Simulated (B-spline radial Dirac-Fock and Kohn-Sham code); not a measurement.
Ge⁺ 2p3/2: cross section and angular parameters

System: Ge⁺ in the configuration [Ar] 3d10 4s2 4p1; threshold 1231.8 eV (orbital energy of the model). Level of theory: Dirac-Hartree-Slater photoionisation with a Latter tail; cross sections with all multipoles, angular parameters from the dipole term and its interference with E2; a radial B-spline solver.

For linearly polarised light dσ/dΩ = σ/(4π) [1 + β P₂(cos θ) + (δ + γ cos²θ) sin θ cos φ], with θ from the polarisation vector and φ the angle between the beam and the projection of the electron momentum on the plane normal to the polarisation.

```
hν (eV)  σ (kb)      β       γ      δ
 1253.6     489  0.644  -0.112  0.016
   1330     440  1.001  -0.146  0.007
   1360     415  1.079  -0.149  0.007
 1486.9       ?      ?       ?      ?
   1750     216  1.413   0.026  0.020
   1990     153  1.456   0.155  0.025
 2984.4    49.2  1.441   0.556  0.040
   3850    23.2  1.376   0.796  0.055
   6000    5.90  1.205   1.172  0.093
   7500    2.88  1.102   1.340  0.122
   9170    1.49  1.002   1.474  0.153
  11400   0.721  0.890   1.603  0.194
  11800   0.641  0.872   1.622  0.201
  12000   0.606  0.864   1.631  0.205
```

Question: Give the values at Al Kα (taken as 1486.9 eV).

Answer: σ = 329 kb, β = 1.268, γ = -0.117, δ = 0.011.

Values without a named source are computed, but for edge energies of neutral atoms, which are taken from tables.
